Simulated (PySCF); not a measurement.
Problem. What does the PBE0-D3(BJ)/def2-SVP structure of InChI=1S/C2H8BNO/c1-3(5)4-2/h4-5H,1-2H3 look like in three dimensions?

Solution. 
```xyz
13
C2H8BNO angstrom
C      1.590   -0.864   -0.187
N      1.001    0.428    0.020
B     -0.364    0.762    0.124
C     -1.511   -0.330    0.011
O     -0.635    2.096    0.330
H      0.804   -1.626   -0.282
H      2.197   -0.909   -1.110
H      2.242   -1.173    0.650
H      1.662    1.192    0.107
H     -1.415   -1.097    0.797
H     -1.463   -0.861   -0.954
H     -2.522    0.099    0.096
H     -1.576    2.268    0.393
```

Orientation and origin are arbitrary. Atoms count from 1 in this order. B3 (three-coordinate boron) is planar (angles 122.3°, 122.1° and 115.5°, sum 360.0°, 0.00 Å off the plane of its three neighbours). N2 (boron-bound nitrogen) is planar (angles 128.4°, 116.5° and 115.1°, sum 360.0°, 0.00 Å off the plane of its three neighbours). The 5 heavy atoms lie in one plane (0.001 Å rms). Of the pairs four or more bonds apart, C4···H6 is among the closest relative to their van der Waals radii: 2.67 Å, 92 % of the sum of Bondi's values.

Bonds between heavy atoms (Å): C1–N2 1.434, N2–B3 1.409, B3–C4 1.587, B3–O5 1.377.

The calculation used PBE0-D3(BJ)/def2-SVP geometry optimisation, gas phase (PySCF 2.14.0).

Point group: Cs (every atom within 0.08 Å of its image). Stationary, but not proved a minimum. One conformer, not necessarily the lowest (C1–N2–B3–C4 0°, N2–B3–O5–H 180°).

Time: 31 s of wall time; peak memory 0.45 GiB. Hardware: Arm Neoverse V1, one thread (shared host). This is the geometry optimisation.
